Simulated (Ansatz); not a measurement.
`C[SiH](O)[SiH3]` + H₂S → `O[SiH]([SiH3])S` + CH₄  (ligand exchange at the Si–C bond)

Isolated molecules relaxed with PBE0-D4/def2-TZVP in Ansatz; ΔE leaves out vibrations. CBS: MP2 limit from def2 TZ/QZ plus the TZ coupled-cluster correction, frozen cores. This one scheme is used for every species. Functionals use def2-TZVPP. Each species was taken in one conformer, which may not be the lowest.

`C[SiH](O)[SiH3]`:

Cartesian coordinates in Å:
```
C -0.598 0.225 -1.598
Si 0.362 -0.517 -0.176
O -0.287 -1.954 0.332
Si 0.341 0.887 1.698
H -1.639 0.406 -1.319
H -0.587 -0.437 -2.468
H -0.154 1.178 -1.899
H 1.771 -0.725 -0.632
H -0.224 -2.704 -0.261
H -1.052 1.129 2.166
H 0.941 2.203 1.336
H 1.127 0.309 2.821
```

H₂S:

Cartesian coordinates in Å:
```
S -0.306 0.384 0.378
H -0.659 -0.342 -0.693
H 0.965 -0.041 0.315
```

`O[SiH]([SiH3])S`:

```xyz
10

O     1.667   -0.320   -0.914
Si    0.519    0.364    0.050
Si   -1.531   -0.501   -0.658
S     0.774   -0.130    2.125
H     2.583   -0.242   -0.638
H     0.582    1.850   -0.012
H    -2.628    0.258   -0.001
H    -1.629   -1.932   -0.264
H    -1.676   -0.390   -2.134
H     1.340    1.044    2.445
```

CH₄:

```xyz
5

C     0.000    0.000    0.000
H     0.992   -0.118   -0.434
H    -0.077    0.982    0.467
H    -0.162   -0.773    0.751
H    -0.752   -0.090   -0.783
```

| level | ΔE (kJ/mol) |
| --- | --- |
| PBE-QIDH | -73.3 |
| HF/def2-QZVPP | -68.4 |

What does CCSD(T)/CBS give? (Best estimate.)

Computed: -71.6 kJ/mol. The listed levels differ from it by -1.7, 3.2 kJ/mol.

Largest T1 diagnostic among the species: 0.012.

At CCSD(T), def2-SVP lies +5.9 kJ/mol from the extrapolated value and def2-TZVPP +3.3 kJ/mol. Leaving LDA and LC-ωPBE aside and taking each functional with its dispersion term where it has one, the values, not all of them listed here, spread over 6.1 kJ/mol, from revPBE-D4 to CAM-B3LYP-D4. LDA lies +3.0 kJ/mol from PBE without D4.
